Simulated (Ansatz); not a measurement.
BH₃SSeSi, SMILES `[SeH][SiH]1BS1` at its PBE0-D4/def2-TZVP geometry, where that method's forces vanish. Charge 0, multiplicity 1.

```json
{"atom": "Se1", "x (Å)": "1.584", "y (Å)": "-0.851", "z (Å)": "-1.323"}
{"atom": "Si2", "x (Å)": "-0.149", "y (Å)": "-0.376", "z (Å)": "0.053"}
{"atom": "B3", "x (Å)": "-0.130", "y (Å)": "1.105", "z (Å)": "1.283"}
{"atom": "S4", "x (Å)": "-1.109", "y (Å)": "1.565", "z (Å)": "-0.114"}
{"atom": "H5", "x (Å)": "0.743", "y (Å)": "-1.625", "z (Å)": "-2.247"}
{"atom": "H6", "x (Å)": "-1.121", "y (Å)": "-1.491", "z (Å)": "0.074"}
{"atom": "H7", "x (Å)": "0.182", "y (Å)": "1.673", "z (Å)": "2.274"}
```

Question: For each bond, give half the difference of the two atoms' forces along it (eV/Å; positive pushes the atoms apart) under PBE-D4, r2SCAN-D4, B3LYP-D4, ωB97M-V in def2-TZVPP. (Estimate.)

Answer: The calculation gave: 
```
   bond  length (Å)  PBE-D4  r2SCAN-D4  B3LYP-D4  ωB97M-V
Se1–Si2       2.262    0.09       0.04      0.17     0.02
 Se1–H5       1.470    0.26      -0.02      0.04    -0.11
 Si2–B3       1.926    0.05       0.04      0.08     0.07
 Si2–S4       2.172    0.33       0.13      0.20    -0.02
 Si2–H6       1.479    0.05      -0.03     -0.15    -0.15
  B3–S4       1.767    0.26       0.15      0.21     0.01
  B3–H7       1.184    0.03      -0.07     -0.16    -0.14
```

B3LYP here is the variant with VWN-RPA as its local correlation; programs differ in this.

All numbers were calculated with Ansatz.
